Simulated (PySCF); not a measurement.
Mapped SMILES: `[CH3:1][N:2]1[CH2:3][SiH2:4][CH2:5]1`. Hydrogens are named by the atom that carries them.

Geometry: PBE0-D3(BJ)/def2-SVP; GIAO shifts from PySCF 2.14.0 with density-fitted response routines, gas phase, non-relativistic, averaged over equivalent atoms.

At PBE0/cc-pVDZ (119 basis functions, 5.6 s wall time on 1 thread of an AMD EPYC 9R45 96-Core, shared host):
| atoms | δ (ppm) |
| --- | --- |
| C1 | 47.0 |
| C3/C5 | 44.0 |
| N2 | 38.5 |
| Si4 | -36.0 |
| H(Si4) | 4.51 |
| H(C3)/H(C5) | 2.55 |
| H(C1) | 2.00 |

Shifts are taken against calculated references (same method and geometry level): ¹³C (σ = 196.75 ppm) and ²⁹Si (σ = 418.61 ppm) and ¹H (σ = 31.29 ppm) against TMS; NH3 for ¹⁵N (σ = 273.12 ppm).

Task: What do these become at KT2/pcSseg-1?

Result: 
```json
{"atoms": "C1", "δ at KT2/pcSseg-1": "50.9", "change": "+3.9"}
{"atoms": "C3/C5", "δ at KT2/pcSseg-1": "47.6", "change": "+3.6"}
{"atoms": "N2", "δ at KT2/pcSseg-1": "49.2", "change": "+10.7"}
{"atoms": "Si4", "δ at KT2/pcSseg-1": "-45.8", "change": "-9.8"}
{"atoms": "H(Si4)", "δ at KT2/pcSseg-1": "4.61", "change": "+0.10"}
{"atoms": "H(C3)/H(C5)", "δ at KT2/pcSseg-1": "2.69", "change": "+0.14"}
{"atoms": "H(C1)", "δ at KT2/pcSseg-1": "2.24", "change": "+0.24"}
```

Referencing at the same level of theory: TMS for ¹³C (σ = 183.22 ppm) and ²⁹Si (σ = 361.05 ppm) and ¹H (σ = 31.18 ppm); NH3 for ¹⁵N (σ = 264.30 ppm).

The largest change is at N2 (amine nitrogen). Cost: 137 basis functions, 10 s wall time on 1 thread of an AMD EPYC 9R45 96-Core, shared host.

Experimental scales use liquid or dissolved standards, which lie at an offset from isolated NH3 (liquid NH3: subtract about 20 ppm).
